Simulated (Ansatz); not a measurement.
Stepwise reaction of `NB(O)O` with ammonia, as a gas-phase model of exchange steps in deposition or etching. ΔE in kJ/mol.

Isolated molecules relaxed with PBE0-D4/def2-TZVP in Ansatz; ΔE leaves out vibrations. CCSD(T)/CBS is the MP2 limit (def2-TZVPP, def2-QZVPP) plus CCSD(T) − MP2 in def2-TZVPP, frozen cores. This one scheme is used for every species. Functionals use def2-TZVPP. B3LYP here is the variant with VWN-RPA as its local correlation; programs differ in this. One conformer a species, not always the lowest.

```json
{"step": "1", "reaction": "`NB(O)O` + NH₃ → `NB(N)O` + H₂O", "PBE-D4": "36.3", "B3LYP-D4": "37.9", "ωB97M-V": "38.1", "CCSD(T)/CBS": "35.0"}
{"step": "2", "reaction": "`NB(N)O` + NH₃ → `NB(N)N` + H₂O", "PBE-D4": "33.6", "B3LYP-D4": "35.3", "ωB97M-V": "35.3", "CCSD(T)/CBS": "32.2"}
```

Question: By hand: ΔE of the 2 steps together at CCSD(T)/CBS.

Answer: (35.0) + (32.2) = 67.2 kJ/mol, or 33.6 kJ/mol a step.

In ΔE the steps differ by no more than 2.8 kJ/mol. All are uphill at CCSD(T)/CBS. PBE-D4 differs from CCSD(T)/CBS by 1.3 to 1.4 kJ/mol a step. Isolated molecules leave out the surface, adducts and barriers. Largest T1 diagnostic: 0.011.
